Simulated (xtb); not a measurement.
C4H10As (SMILES [CH2]C(C)(C)[AsH2]), doublet, geometry from GFN2-xTB; xtb 6.7.1 with GFN0-xTB with ALPB(thf).

xtb was given this input:
```
$ xtb mol.xyz --gfn 0 --uhf 1 --alpb thf --json

# file mol.xyz
15

C     -1.39971709    -0.02774727     1.36922598
C     -0.97812280     0.12996158     0.02429981
C     -1.15233389     1.53356131    -0.53733861
C     -1.49034675    -0.93643955    -0.93293301
As     1.18561052    -0.16271413     0.00291320
H     -1.39896124     0.80490829     2.04952295
H     -1.64575139    -0.99849019     1.76069133
H     -2.21201114     1.76154937    -0.65414947
H     -0.67256403     1.62200928    -1.51394067
H     -0.71436310     2.27203018     0.13412416
H     -1.00997176    -0.84356970    -1.90882687
H     -2.56686577    -0.83152136    -1.06945470
H     -1.28979208    -1.93286927    -0.53933096
H      1.39548342     0.69269203     1.21828712
H      1.11277329    -1.37318878     0.88741642
```

It wrote (shortened):

```
   ID    Z sym.   atoms
    1    6 C      1-4
    2   33 As     5
    3    1 H      6-15

           -------------------------------------------------
          |                Calculation Setup                |
           -------------------------------------------------

           -------------------------------------------------
          |                 G F N 0 - x T B                 |
           -------------------------------------------------

      * Solvation model:               ALPB
        Solvent                        thf
        Parameter file                 internal GFN-FF/ALPB
        Dielectric constant                7.6000E+00
        Reference state                gsolv [1 M gas/solution]
        Free energy shift                  4.8933E-03 Eh       3.0706E+00 kcal/mol
        Temperature                        2.9815E+02 K
        Density                            8.8300E-01 kg/L
        Solvent mass                       7.2106E+01 g/mol
        Interaction kernel             P16
        Born radius scaling (c1)           1.9917E+00
        Born radii integrator          GBOBC
        Born offset                        0.0000E+00 a0       0.0000E+00 AA
        H-bond correction              true
        Ion screening                  false
        Surface tension                    1.0000E-05 Eh       1.5569E+01 dyn/cm
        Grid points                               230 per atom

          ...................................................
          :                      SETUP                      :
          :.................................................:
          :  # basis functions                  46          :
          :  # atomic orbitals                  45          :
          :  # shells                           31          :
          :  # electrons                        31          :
          :  electronic temp.          300.0000000     K    :
          :  accuracy                    1.0000000          :
          :  -> integral cutoff          0.2500000E+02      :
          :  -> integral neglect         0.1000000E-07      :
          ...................................................

         :::::::::::::::::::::::::::::::::::::::::::::::::::::
         ::                     SUMMARY                     ::
         :::::::::::::::::::::::::::::::::::::::::::::::::::::
         :: total energy             -16.420209300000 Eh    ::
         :: total w/o Gsasa/hb       -16.412137146715 Eh    ::
         :: gradient norm              0.021266723413 Eh/a0 ::
         :: HOMO-LUMO gap              2.810043617657 eV    ::
         ::.................................................::
         :: H0 energy                -16.605561620753 Eh    ::
         :: repulsion energy           0.223136139718 Eh    ::
         :: electrostat energy        -0.033134203823 Eh    ::
         :: -> Gsolv                   0.000000000000 Eh    ::
         ::    -> Gsasa               -0.012965444424 Eh    ::
         ::    -> Gshift               0.004893291139 Eh    ::
         :: dispersion energy         -0.004649615141 Eh    ::
         :: short-range corr.          0.000000000000 Eh    ::
         :: add. restraining           0.000000000000 Eh    ::
         :: total charge               0.000000000000 e     ::
         :::::::::::::::::::::::::::::::::::::::::::::::::::::

           -------------------------------------------------
          |                Property Printout                |
           -------------------------------------------------

    * Orbital Energies and Occupations

         #    Occupation            Energy/Eh            Energy/eV
      -------------------------------------------------------------
         1        2.0000           -0.6359312             -17.3046
       ...           ...                  ...                  ...
         4        2.0000           -0.6222542             -16.9324
[...]
        18                         -0.2218522              -6.0369
        19                         -0.1488811              -4.0513
        20                         -0.1429171              -3.8890
        21                         -0.1308362              -3.5602
        22                         -0.1116579              -3.0384
        23                         -0.1082373              -2.9453
        24                         -0.0986950              -2.6856
        25                         -0.0929916              -2.5304
        26                         -0.0788147              -2.1447
        27                         -0.0751392              -2.0446
       ...                                ...                  ...
        45                          1.4339772              39.0205
      -------------------------------------------------------------
                  HL-Gap            0.1032672 Eh            2.8100 eV
             Fermi-level            0.0000000 Eh            0.0000 eV

     #   Z          covCN         q      C6AA      α(0)
     1   6 C        2.889    -0.536    47.501    11.264
     2   6 C        3.792     0.308    17.944     6.106
     3   6 C        3.799    -0.480    35.129     8.542
     4   6 C        3.799    -0.479    35.127     8.542
     5  33 As       2.933    -0.088   239.476    28.117
     6   1 H        0.926     0.187     1.168     1.690
     7   1 H        0.926     0.187     1.168     1.690
     8   1 H        0.925     0.148     1.408     1.855
     9   1 H        0.924     0.135     1.494     1.912
    10   1 H        0.925     0.137     1.482     1.904
    11   1 H        0.924     0.135     1.495     1.912
    12   1 H        0.925     0.148     1.408     1.855
    13   1 H        0.925     0.137     1.482     1.904
    14   1 H        0.972     0.030     2.576     2.508
    15   1 H        0.972     0.030     2.576     2.508

 Mol. C6AA /au·bohr⁶  :       2588.842382
 Mol. C8AA /au·bohr⁸  :      91162.457417
 Mol. α(0) /au        :         82.309202

Wiberg/Mayer (AO) data.
largest (>0.10) Wiberg bond orders for each atom

 ---------------------------------------------------------------------------
     #   Z sym  total        # sym  WBO       # sym  WBO       # sym  WBO
 ---------------------------------------------------------------------------
     1   6 C    3.625 --     2 C    1.334     6 H    0.981     7 H    0.981
                             5 As   0.280
     2   6 C    3.981 --     1 C    1.334     4 C    1.001     3 C    1.001
                             5 As   0.666
     3   6 C    3.978 --     2 C    1.001    10 H    0.975     9 H    0.973
                             8 H    0.972
     4   6 C    3.978 --     2 C    1.001    13 H    0.975    11 H    0.973
                            12 H    0.972
     5  33 As   2.976 --    15 H    0.973    14 H    0.973     2 C    0.666
                             1 C    0.280
     6   1 H    0.984 --     1 C    0.981
     7   1 H    0.984 --     1 C    0.981
     8   1 H    0.981 --     3 C    0.972
     9   1 H    0.976 --     3 C    0.973
    10   1 H    0.976 --     3 C    0.975
    11   1 H    0.976 --     4 C    0.973
    12   1 H    0.981 --     4 C    0.972
    13   1 H    0.976 --     4 C    0.975
    14   1 H    0.973 --     5 As   0.973
    15   1 H    0.973 --     5 As   0.973
 ---------------------------------------------------------------------------

Topologies differ in total number of bonds
Writing topology from bond orders to xtbtopo.mol

 dipole moment from electron density (au)
     X       Y       Z
   0.2418   0.0690  -0.6376  total (Debye):    1.742

           -------------------------------------------------
          | TOTAL ENERGY              -16.420209300000 Eh   |
          | GRADIENT NORM               0.021266723413 Eh/α |
          | HOMO-LUMO GAP               2.810043617657 eV   |
           -------------------------------------------------

normal termination of xtb
```
